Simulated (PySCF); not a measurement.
C₂H₄F₂OSi, SMILES [Si@@H](C=O)(CF)F. Atoms are numbered in the order given.

```xyz
10

O      1.8073     0.3808    -1.6707
C      1.7870     0.0810    -0.4954
Si     0.1131    -0.4907     0.2635
F      0.2412    -0.4748     1.8894
C     -1.1881     0.7412    -0.3338
F     -2.4683     0.2516    -0.1186
H      2.7262     0.1393     0.1235
H     -0.2082    -1.8726    -0.1706
H     -1.0320     0.9171    -1.4144
H     -1.0769     1.7150     0.1776
```
Charge 0, spin multiplicity 1.

The structure is a stationary point at B3LYP-D3(BJ)/def2-SVP. The structure was generated by enumeration; whether it is a known compound was not checked. Other conformers were not sampled.

Computed with HF/pcSseg-1 (PySCF).

GIAO shieldings, no solvent; atoms alike by connectivity are averaged. δ = σ(ref) − σ: ¹⁷O against H2O (σ = 333.0 ppm); ¹³C against TMS (σ = 192.6 ppm); ²⁹Si against TMS (σ = 393.8 ppm); ¹⁹F against CFCl3 (σ = 238.5 ppm); ¹H against TMS (σ = 31.99 ppm), references at their B3LYP-D3(BJ)/def2-TZVP geometries, non-relativistic.

```tsv
nucleus	atoms	count	δ (ppm)
¹⁷O	O1	1	985.4
¹³C	C2	1	245.7
¹³C	C5	1	70.4
²⁹Si	Si3	1	-21.8
¹⁹F	F4	1	-170.3
¹⁹F	F6	1	-266.9
¹H	H7	1	11.65
¹H	H8	1	4.96
¹H	H9, H10	2	4.61
```
